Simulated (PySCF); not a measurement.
CH₂Cl, SMILES [CH2]Cl, multiplicity 2. Atoms are numbered in the order given.

```xyz
4

C      0.0000     0.0000    -1.1142
Cl     0.0000     0.0000     0.5836
H      0.0000    -0.9519    -1.6176
H      0.0000     0.9519    -1.6176
```
Charge 0, spin multiplicity 2.

Geometry optimised at B3LYP-D3(BJ)/def2-TZVP. The isomer is the one that the SMILES or the coordinates give; other isomers of the formula were not compared.

Computed with B3LYP/def2-TZVPD in PySCF.

Mulliken values depend strongly on the basis, most of all with diffuse functions as here. ESP charges are fitted to the potential on shells at 1.4 to 2.0 van der Waals radii. Atomic charges (e):

```json
[
 {"atom": "C1", "Mulliken": "-0.41", "meta-Löwdin": "-0.29", "ESP fit": "-0.41", "Mulliken spin": "0.91"},
 {"atom": "Cl2", "Mulliken": "-0.12", "meta-Löwdin": "0.02", "ESP fit": "-0.01", "Mulliken spin": "0.12"},
 {"atom": "H3", "Mulliken": "0.26", "meta-Löwdin": "0.14", "ESP fit": "0.21", "Mulliken spin": "-0.02"},
 {"atom": "H4", "Mulliken": "0.26", "meta-Löwdin": "0.14", "ESP fit": "0.21", "Mulliken spin": "-0.02"}
]
```
